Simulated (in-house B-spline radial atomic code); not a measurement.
Configurations of C2+, with energies counted from [He] 2s2. Computed with an all-electron radial atomic-structure program (B-spline basis): Dirac-Hartree-Fock, average of configuration, Fermi nucleus of rms radius 2.4702 fm. Energies include first-order Breit, QED and recoil terms.

```json
{"configuration": "[He] 2s1 (2p1/2)1", "E - E(ref) (eV)": "6.6136", "highest orbital": "2p1/2", "its <r> (bohr)": "1.313"}
{"configuration": "[He] 2s1 (4p3/2)1", "E - E(ref) (eV)": "37.468", "highest orbital": "4p3/2", "its <r> (bohr)": "7.038"}
{"configuration": "[He] 2s1 (4f7/2)1", "E - E(ref) (eV)": "38.135", "highest orbital": "4f7/2", "its <r> (bohr)": "5.987"}
{"configuration": "[He] 2s1 (5d3/2)1", "E - E(ref) (eV)": "40.816", "highest orbital": "5d3/2", "its <r> (bohr)": "11.28"}
{"configuration": "[He] 2s1 (5g9/2)1", "E - E(ref) (eV)": "40.898", "highest orbital": "5g9/2", "its <r> (bohr)": "9.166"}
```

(1) Order these further configurations by energy, lowest first.
A. [He] 2s1 (3p1/2)1
B. [He] 2s1 (6p1/2)1
C. [He] 2s1 (6g9/2)1
D. [He] 2s1 (5f5/2)1
E. [He] 2s1 (5p1/2)1

(2) How far above the reference does [He] 2s1 (3d5/2)1 lie?

Results:

(1) A (30.48 eV), E (40.561 eV), D (40.892 eV), B (42.203 eV), C (42.394 eV).

(2) 31.857 eV; its least bound orbital is 3d5/2 with <r> = 3.363 bohr.
